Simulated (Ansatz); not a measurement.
Consider the substitution at a C–S bond: `C=CSC(F)(F)F` + `C[SeH]` → `C[Se]C(F)(F)F` + `C=CS`.

Computed with Ansatz on PBE0-D4/def2-TZVP structures; ΔE is electronic, products minus reactants. CCSD(T)/CBS adds triple-zeta CCSD(T) − MP2 to the extrapolated MP2 energy (def2 sets, frozen cores). This one scheme is used for every species. DFT in def2-TZVPP. B3LYP here is the variant with VWN-RPA as its local correlation; programs differ in this. For Se outer-core shells are correlated without core-valence functions, which leaves a few kJ/mol of doubt a bond. Scalar relativity is left out up to krypton. Each species was taken in one conformer, which may not be the lowest.

`C=CSC(F)(F)F`:

```xyz
10

C    -1.130    0.532   -0.972
C     0.104    1.004   -0.857
S     1.431    0.508    0.165
C     0.738   -0.869    1.104
F     0.351   -1.888    0.335
F     1.699   -1.306    1.915
F    -0.309   -0.522    1.852
H    -1.804    0.996   -1.681
H    -1.511   -0.298   -0.395
H     0.432    1.842   -1.466
```

`C[SeH]`:

Z-matrix (Å, degrees):
```
C
Se 1 1.949
H 1 1.088 2 110.6
H 1 1.087 2 110.6 3 -123.3
H 1 1.089 2 106.0 3 118.4
H 2 1.468 1 95.4 3 61.7
```

`C[Se]C(F)(F)F`:

Cartesian coordinates in Å:
```
C 1.219 0.521 0.636
Se -0.430 1.270 -0.063
C -1.190 -0.442 -0.614
F -0.436 -1.071 -1.518
F -2.387 -0.223 -1.155
F -1.347 -1.286 0.409
H 1.795 1.368 1.009
H 1.772 0.025 -0.158
H 1.004 -0.162 1.454
```

`C=CS`:

Z-matrix (Å, degrees):
```
C
C 1 1.327
H 1 1.082 2 120.2
H 1 1.084 2 122.3 3 -180.0
S 2 1.751 1 123.6 3 179.8
H 2 1.084 1 120.9 3 -0.0
H 5 1.340 2 96.7 1 179.1
```

```csv
level,ΔE (kcal/mol)
ωB97X-V,-1.5
PBE,-2.1
r2SCAN,-1.5
B3LYP,-2.2
HF/def2-TZVPP,-1.3
SCS-MP2/def2-TZVPP,-2.1
MP2/def2-QZVPP,-2.1
CCSD/CBS(def2),-1.9
```

Question: What does CCSD(T)/CBS give? (An estimate is asked.)

Answer: Ansatz gave: -1.8 kcal/mol. The listed levels differ from it by 0.3, -0.3, 0.3, -0.4, 0.5, -0.3, -0.3, -0.1 kcal/mol.

Largest T1 diagnostic among the species: 0.013.
